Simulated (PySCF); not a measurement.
**Correlation energy of O+ (oxygen, charge +1)**

[He] 2s2 2p3, high-spin 4S determinant. Computed with PySCF 2.14 in 6-31G*, with no relativity, point nucleus. Frozen: 1s2; 5 electrons correlated.

MP2 pair energies summed by pair of shells (mhartree):

| pair | energy | share (%) |
| --- | --- | --- |
| 2s-2p | -40.63 | 67.0 |
| 2p-2p | -13.81 | 22.8 |
| 2s-2s | -6.20 | 10.2 |

Total MP2 correlation energy: -60.64 mhartree.

Same-spin part -16.54 and opposite-spin part -44.10 mhartree; SCS-MP2 scales them by 1/3 and 6/5 to -58.44 mhartree.

| level | correlation energy (mhartree) |
| --- | --- |
| CCSD | -76.07 |
| (T) | -0.54 |
| CCSD(T) | -76.61 |

Diagnostics: T1 = 0.0048, D1 = 0.0077, largest double amplitude 0.038.

Q: Is a single reference adequate?

A: Yes: T1 lies below 0.03 and no double amplitude reaches 0.07.
